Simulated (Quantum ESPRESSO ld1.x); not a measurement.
Values are calculated unless marked as measured or tabulated.
The copper ion Cu3+, 26 electrons, occupied as [Ar] 3d8. Code: ld1.x of Quantum ESPRESSO 7.5. Model: scalar-relativistic Kohn-Sham, LDA (Slater exchange, VWN5 correlation), spin-polarised, spherical densities, point nucleus; open shells are filled with parallel spins first.

X-ray form factor f0, the Fourier transform of the density (f0(0) = 26):

sin(theta)/lambda (1/angstrom)  f0 (electrons)
0.05                                    25.765
0.1                                     25.084
0.15                                    24.026
0.2                                     22.690
0.25                                    21.179
0.3                                     19.591
0.4                                     16.484
0.5                                     13.772
0.6                                     11.596
0.8                                      8.725
1                                        7.188
1.25                                     6.102
1.5                                      5.294
2                                        3.847
